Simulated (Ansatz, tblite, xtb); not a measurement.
# CH4BGaO2 (SMILES [OH][Ga]1[BH]O[CH2]1): the dipole moment, rung by rung

CH4BGaO2 has 9 atoms, charge 0, and is taken as a singlet. As SMILES, `[OH][Ga]1[BH]O[CH2]1`. Geometry: relaxed at PBE0-D4/def2-TZVP. This is one conformer, not always the lowest.

```jsonl
{"atom": "O", "x (Å)": "-0.1409", "y (Å)": "2.6684", "z (Å)": "-0.1800"}
{"atom": "Ga", "x (Å)": "0.2060", "y (Å)": "0.9205", "z (Å)": "-0.2226"}
{"atom": "B", "x (Å)": "1.2995", "y (Å)": "-0.8082", "z (Å)": "-0.7350"}
{"atom": "O", "x (Å)": "0.3833", "y (Å)": "-1.5461", "z (Å)": "-0.0848"}
{"atom": "C", "x (Å)": "-0.6983", "y (Å)": "-0.7625", "z (Å)": "0.5152"}
{"atom": "H", "x (Å)": "-0.9391", "y (Å)": "2.9050", "z (Å)": "0.2981"}
{"atom": "H", "x (Å)": "2.2378", "y (Å)": "-1.3122", "z (Å)": "-1.2736"}
{"atom": "H", "x (Å)": "-0.7042", "y (Å)": "-0.9569", "z (Å)": "1.5898"}
{"atom": "H", "x (Å)": "-1.6441", "y (Å)": "-1.1081", "z (Å)": "0.0928"}
```

Quantity: the dipole moment, in D. The values are calculated.

```tsv
level	kind	program	value (D)	CPU time
GFN2-xTB	semi-empirical	xtb	1.66	under 2 s
GFN1-xTB	semi-empirical	tblite	2.17	under 2 s
GFN0-xTB	semi-empirical	xtb	1.81	under 2 s
IPEA1-xTB	semi-empirical	tblite	3.13	under 2 s
HF/STO-3G	Hartree–Fock	Ansatz	2.00	1.9 s
HF/3-21G	Hartree–Fock	Ansatz	2.70	2.5 s
HF/def2-SVP	Hartree–Fock	Ansatz	2.13	9.3 s
B3LYP/6-31G* (spherical functions)	global hybrid	Ansatz	2.08	19 s
B3LYP/6-31G* (Cartesian functions)	global hybrid	Ansatz	2.08	19 s
PBE0/def2-SVP	global hybrid	Ansatz	?	18 s
```

(1) Estimate the missing values from the other rows.

Results:

(1) As computed at these levels: PBE0/def2-SVP: 2.11 D. All-electron rows without a relativistic Hamiltonian named are non-relativistic. The values span 1.66 to 3.13 D. Sets without polarisation functions give poor dipoles. Without the sets that lack polarisation functions the rows with a basis span only 2.08 to 2.13 D. CPU times are rough (shared hosts, several kinds of processor): they show what a rung costs within a factor of a few.
